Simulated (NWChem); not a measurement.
Species: CH₅FOSi₂; SMILES FC1[SiH2]O[SiH2]1

```xyz
10

F     -0.2638    -2.1004     0.0000
C      0.4605    -0.9303     0.0000
Si     0.0031     0.4335     1.2775
O     -0.1674     1.5392     0.0000
Si     0.0031     0.4335    -1.2775
H      1.5413    -1.1660     0.0000
H      1.0686     0.8655     2.2269
H     -1.2715     0.1745     2.0038
H     -1.2715     0.1745    -2.0038
H      1.0686     0.8655    -2.2269
```
Atoms are numbered in this order, from 1.

Level: PBE0/def2-SVP (NWChem), optimised geometry, unscaled harmonic frequencies. 

Problem. List the harmonic frequencies with IR intensities, and the thermochemistry.

Solution. 
```
frequency (cm⁻¹)  IR intensity (km/mol)
----------------  ---------------------
92                                  3.2
242                                 4.9
269                                 4.7
456                                 2.0
506                                 0.4
554                                27.8
668                                 0.1
682                                 0.3
685                                 6.1
715                                80.5
740                                47.8
779                                21.2
881                               211.8
932                               328.8
952                               158.5
989                                90.6
989                                26.0
1138                               44.1
1323                                2.5
2243                              225.6
2252                               68.2
2259                                8.2
2262                              193.4
3067                                6.7
```

```json
{
 "zero_point_energy": "36.7 kcal/mol",
 "thermal correction to the enthalpy at 298.15 K (with zero-point energy)": "41.1 kcal/mol",
 "heat capacity Cv": "22.6 cal/(mol K)",
 "entropy at 298.15 K and 1 atm (symmetry number 1)": "78.2 cal/(mol K)",
 "dipole_moment": "1.01 D"
}
```

Rigid rotor and harmonic oscillator; modes under 100 cm⁻¹ make the entropy uncertain.
